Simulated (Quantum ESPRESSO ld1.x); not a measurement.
Input file for ld1.x (Quantum ESPRESSO 7.5):

```
 &input
    zed=31.0,
    iswitch=1,
    rel=2,
    dft='SLA-VWN',
    config='[Ar] 3d1',
    rel_dist='energy',
    lsmall=.true.,
    prefix='ld1',
    max_out_wfc=37,
    file_charge='ld1.rho',
 /
```

Command: `OMP_NUM_THREADS=1 ld1.x < ld1.in > ld1.out`

Output (excerpt):

```
     Program LD1 v.7.5 starts

     --------------------------- All-electron run ----------------------------

     dirac relativistic calculation

     atomic number is 31.00
     dft =SLA-VWN   lsd =0 sic =0 latt =0  beta=0.20 tr2=1.0E-14
     Exchange-correlation= SLA-VWN
                           (   1   2   0   0   0   0   0)
     mesh =2005 r(mesh) =  99.28682 a.u. xmin = -8.00 dx = 0.00800
     1 Ry =  13.60569312 eV, c = 137.03599908

     n l j   nl                  e(Ry)          e(Ha)          e(eV)
     Spin orbit split results
     1 0 0.5 1S 1( 2.00)      -777.0941      -388.5471    -10572.9042
     2 0 0.5 2S 1( 2.00)      -119.8954       -59.9477     -1631.2606
     2 1 0.5 2P 1( 2.00)      -109.3844       -54.6922     -1488.2509
     2 1 1.5 2P 1( 4.00)      -107.3533       -53.6766     -1460.6156
     3 0 0.5 3S 1( 2.00)       -34.2255       -17.1127      -465.6611
     3 1 0.5 3P 1( 2.00)       -30.7618       -15.3809      -418.5356
     3 1 1.5 3P 1( 4.00)       -30.3958       -15.1979      -413.5558
     3 2 1.5 3D 1( 1.00)       -24.7854       -12.3927      -337.2220
     3 2 2.5 3D 1( 0.00)       -24.7198       -12.3599      -336.3302
     Averaged results
     1 0     1S 1( 2.00)      -777.0941      -388.5471    -10572.9042
     2 0     2S 1( 2.00)      -119.8954       -59.9477     -1631.2606
     2 1     2P 1( 6.00)      -108.0303       -54.0152     -1469.8273
     3 0     3S 1( 2.00)       -34.2255       -17.1127      -465.6611
     3 1     3P 1( 6.00)       -30.5178       -15.2589      -415.2157
     3 2     3D 1( 1.00)       -24.7460       -12.3730      -336.6869

     final scf error:  1.3E-15 reached in  19 iterations

     Etot =   -3757.956179 Ry,   -1878.978089 Ha,  -51129.598538 eV

     Ekin =    3835.570197 Ry,    1917.785099 Ha,   52185.591055 eV
     Encl =   -8551.001450 Ry,   -4275.500725 Ha, -116342.301619 eV
     Eh   =    1079.040270 Ry,     539.520135 Ha,   14681.090785 eV
     Exc  =    -121.565197 Ry,     -60.782598 Ha,   -1653.978759 eV

     normalization and overlap integrals

     s(1S/1S) =  1.000000  <r> =   0.0487  <r2> =    0.0032  r(max) =   0.0317
     s(2S/2S) =  1.000000  <r> =   0.2173  <r2> =    0.0557  r(max) =   0.1831
     s(2P/2P) =  1.000000  <r> =   0.1879  <r2> =    0.0433  r(max) =   0.1452
     s(2P/2P) =  1.000000  <r> =   0.1914  <r2> =    0.0448  r(max) =   0.1475
     s(3S/3S) =  1.000000  <r> =   0.5878  <r2> =    0.3940  r(max) =   0.5347
     s(3P/3P) =  1.000000  <r> =   0.5819  <r2> =    0.3916  r(max) =   0.5221
     s(3P/3P) =  1.000000  <r> =   0.5885  <r2> =    0.4003  r(max) =   0.5305
     s(3D/3D) =  1.000000  <r> =   0.5521  <r2> =    0.3586  r(max) =   0.4484
     s(3D/3D) =  1.000000  <r> =   0.5540  <r2> =    0.3609  r(max) =   0.4520

     ------------------------ End of All-electron run ------------------------
```

Run on one thread of a shared host, so times are rough (Intel(R) Xeon(R) Processor @ 2.60GHz): 0.55 s of CPU time, 1.1 s wall, 19 iterations on 2005 mesh points.
